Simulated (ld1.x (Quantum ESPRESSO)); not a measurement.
**What one change does to a pseudopotential (gallium (Ga), ultrasoft)**

```
Element                 : Ga (Z = 31)
Generator               : ld1.x (Quantum ESPRESSO) 7.5
Type                    : ultrasoft
Functional              : Wu–Cohen
Relativity              : scalar-relativistic
Frozen core             : [Ar] 3d10
Valence charge          : 3
Reference configuration : 4s1 4p2
Partial waves           : 4s (bound): rcut 1.50, rcutus 2.05 bohr; 4s channel at 1.85 Ry: rcut 1.50, rcutus 2.05 bohr; 4p (bound): rcut 2.20, rcutus 2.35 bohr; 4p channel at 0.35 Ry: rcut 2.20, rcutus 2.35 bohr
Local potential         : all-electron potential smoothed inside 2.00 bohr (lloc = -1)
Core correction         : Bessel-smoothed model core inside 2.00 bohr
Augmentation charge     : PSQ, radius 1.70 bohr
```

All-electron outer shells of the reference configuration (Wu–Cohen, scalar-relativistic, ld1.x):

```csv
shell,level (eV),outermost node (bohr),outermost maximum (bohr)
3p,-100.67,0.24,0.56
3d,-21.03,–,0.53
4s,-10.08,0.81,1.87
4p,-3.35,0.87,2.44
```

Change: all radii but the core radius scaled by about 0.82 (s 1.68, p 1.92 bohr, rcut 1.22/1.80); local potential all-electron potential smoothed inside 1.64 bohr (lloc = -1); augmentation PSQ, radius 1.38 bohr.

Cutoffs: the cutoffs (Ry, on a coarse ladder) from which the occupation-weighted sum of valence levels, in a spherical-Bessel basis at the reference potential, stays within 10 and 1 mRy of its value at 400 Ry; they do not see the model core or the augmentation charge, which bear on the density cutoff. Errors are all-electron minus pseudo energies relative to the spin-unpolarised reference configuration.

**Question.** Predict the effect on cutoff, ghosts and configuration errors.

**Answer.** The potential gets harder (6 Ry and 10 Ry → 10 Ry and 15 Ry); of the 7 tests that both files solve, the error grows in 0 and shrinks in 1 by more than 15 % and 0.3 meV (median size 17.3 → 17.0 meV); neither file shows a bound ghost. A smaller radius makes the pseudo-wave follow the all-electron one further in, where it bends more sharply, so more plane waves are needed.

| quantity | base | changed |
| --- | --- | --- |
| cutoff, loose | 6 Ry | 10 Ry |
| cutoff, tight | 10 Ry | 15 Ry |
| loose cutoff by channel (10 mRy a level) | s 6 Ry, p 6 Ry | s 10 Ry, p 6 Ry |
| bound ghosts | none | none |
| error for 4s2 4p1, meV [ΔE -6.58 eV] | -17 | -17 |
| error for 4s2 4p0, meV [ΔE -0.91 eV] | -5.1 | -3.9 |
| error for 4s1 4p0, meV [ΔE 20.28 eV] | -111 | -114 |
| error for 4s2 4p1.3, meV [ΔE -7.11 eV] | -19 | -19 |
| error for 4s2 4p0.5, meV [ΔE -4.56 eV] | -10 | -9.8 |
| error for 4s1 4p1, meV [ΔE 6.54 eV] | -12 | -12 |
| error for 4s0 4p3, meV [ΔE 6.86 eV] | -18 | -17 |
| lowest overlap eigenvalue by channel | s 0.42, p 0.69 | s 0.47, p 0.62 |
